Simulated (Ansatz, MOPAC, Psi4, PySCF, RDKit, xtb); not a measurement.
Noncovalent pair: C2H6 (SMILES CC) (first 8 atoms) with C2H6O (SMILES COC); geometry from B3LYP-D3(BJ)/def2-TZVP, rigid monomers moved along the line of their centres of mass till H5···O10 is 4.61 Å.
(charge 0, multiplicity 1):
```csv
atom,x (Å),y (Å),z (Å)
C,-0.3239,0.7615,0.0300
C,0.1725,-0.6803,-0.0351
H,-1.3851,0.8256,-0.2208
H,0.2178,1.3972,-0.6736
H,-0.1888,1.1746,1.0301
H,-0.3752,-1.3199,0.6602
H,1.2313,-0.7461,0.2239
H,0.0506,-1.1033,-1.0346
C,1.2430,-0.3392,5.7629
O,0.1680,0.5559,5.5826
C,-1.0863,-0.0601,5.7700
H,1.1905,-1.1755,5.0543
H,1.2576,-0.7461,6.7827
H,2.1627,0.2172,5.5886
H,-1.2391,-0.8828,5.0595
H,-1.8502,0.6979,5.6044
H,-1.1890,-0.4571,6.7886
```

```csv
level,interaction energy (kcal/mol),cost
MMFF94,-0.14,-
UFF,-0.27,-
GFN-FF,-0.22,-
AM1,0.00,-
PM3,-0.01,-
PM6,-0.01,-
PM7,-0.31,-
GFN1-xTB,-0.20,-
GFN2-xTB,-0.22,-
HF/STO-3G (no counterpoise),-0.01,-
HF/3-21G (no counterpoise),-0.03,-
HF/6-31G*,-0.03,-
HF/6-31G* (no counterpoise),-0.03,-
HF/aug-cc-pVDZ,-0.03,-
PBE/def2-TZVPPD,-0.07,×1
PBE-D3(BJ)/def2-TZVPPD,-0.24,×1
PBE-D4/def2-TZVPPD,-0.24,×1
BP86/6-31G* (no counterpoise),0.00,-
r2SCAN/def2-TZVPPD,-0.05,×2
r2SCAN-D3(BJ)/def2-TZVPPD,-0.20,×2
r2SCAN-D4/def2-TZVPPD,-0.19,×2
B3LYP/3-21G (no counterpoise),-0.02,-
B3LYP/6-31G*,0.00,-
B3LYP/6-31G* (no counterpoise),-0.01,-
B3LYP/def2-TZVPPD,0.02,×1
B3LYP-D3(BJ)/def2-TZVPPD,-0.19,×1
B3LYP-D4/def2-TZVPPD,-0.18,×1
PBE0/def2-TZVPPD,-0.06,×1
PBE0-D3(BJ)/def2-TZVPPD,-0.24,×1
PBE0-D4/def2-TZVPPD,-0.23,×1
M06-2X/6-31G* (no counterpoise),-0.06,-
wB97X-V/def2-TZVPPD,-0.20,×3
wB97M-V/def2-TZVPPD,-0.22,×3
MP2/6-31G*,-0.12,-
MP2/6-31G* (no counterpoise),-0.13,-
MP2/aug-cc-pVDZ,-0.20,×1
SCS-MP2/aug-cc-pVDZ,-0.16,-
SAPT0/jun-cc-pV(D+d)Z,-0.16,-
```

The rows run from -0.31 (PM7) to 0.02 kcal/mol (B3LYP/def2-TZVPPD). The dispersion term adds -0.17 in PBE-D3(BJ), -0.17 in PBE-D4, -0.15 in r2SCAN-D3(BJ). The 6 functionals in def2-TZVPPD without D3 or D4 span 0.24, from wB97M-V to B3LYP.

Counterpoise-corrected where a basis set is named; no monomer relaxation. Rows marked so take none. RDKit's UFF carries no charges.

Cores are frozen in the correlated methods. Rows in 3-21G, 6-31G*, STO-3G carry no dispersion term and start afresh at each structure (6-31G* with six Cartesian d functions). MP2/6-31G* freezes PySCF's default core. The state that AM1, PM3, PM6, PM7 reach isn't checked; PM7 holds dispersion and hydrogen-bond terms.

The values were computed with Ansatz (a quantum-chemistry and plane-wave program); MOPAC for AM1, PM3, PM6, PM7 (differences of heats of formation); Psi4 for SAPT; PySCF for 3-21G rows, 6-31G* rows, STO-3G rows, the dispersion terms; RDKit for the force fields; xtb for the GFN methods. 

Costs are rough ratios of core time to PBE/def2-TZVPPD (about 18 s over the structures, on one shared machine); a dash marks a level with no comparable run of its own.
